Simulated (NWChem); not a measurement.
Species: CH4AlClFN; SMILES C[NH][Al]([F])[Cl]

```xyz
9

Al    -0.2435     0.1136     0.0000
Cl     0.4974     2.0651     0.0000
F     -1.8851    -0.1245     0.0000
N      0.8414    -1.2664     0.0000
C      0.5018    -2.6730     0.0000
H      1.8435    -1.1041     0.0000
H      0.8873    -3.2014     0.8907
H      0.8873    -3.2014    -0.8907
H     -0.5913    -2.8001     0.0000
```
Atoms are numbered in this order, from 1.

All runs: NWChem. Pople sets run with spherical d functions. The geometry was optimised at PBE0/def2-SVP. GIAO values for the isolated, static molecule; σ is the absolute isotropic shielding, δ = σ(reference) − σ with the isolated reference molecule computed at the same levels (13C: tetramethylsilane, 19F: trichlorofluoromethane, 1H: tetramethylsilane, 15N: ammonia).

For level PBE/pcSseg-1:

```
Property    Result
----------  ------
δ F3 (ppm)  -195.4
δ H6 (ppm)    0.58
```

Problem. How do the values read with level B3LYP/6-311G** instead?

Solution. The δ F3 (ppm) comes out as -182.8 and the δ H6 (ppm) is 0.48.
